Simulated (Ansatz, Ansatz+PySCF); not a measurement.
```yaml
atoms:
  - { symbol: C, position_ang: [-0.1266, -0.0391, 0.0023] }
  - { symbol: H, position_ang: [1.1025, 0.0917, -0.0868] }
  - { symbol: H, position_ang: [-0.5396, 0.9843, 0.1014] }
  - { symbol: H, position_ang: [-0.5222, -0.9216, -0.0553] }
```

Basis set: def2-SVP (spherical functions). Correlated methods keep 1 orbital frozen. Charge 0, multiplicity 2.

Computed with Ansatz (development build ahead of 0.2.0); each method stands on the lowest determinant of its kind that the runs found.

The atomization energy at this shape (free ground-state atoms in the same class of orbitals less the molecule, no zero-point energy) of doublet CH₃:

```tsv
method	atomization energy
UHF	945.8 kJ/mol
```

(1) What does UHF-MP2 give?

## Answers

(1) 1147.7 kJ/mol. Caution for UHF-MP2: bonds are stretched, where a single reference can fail.
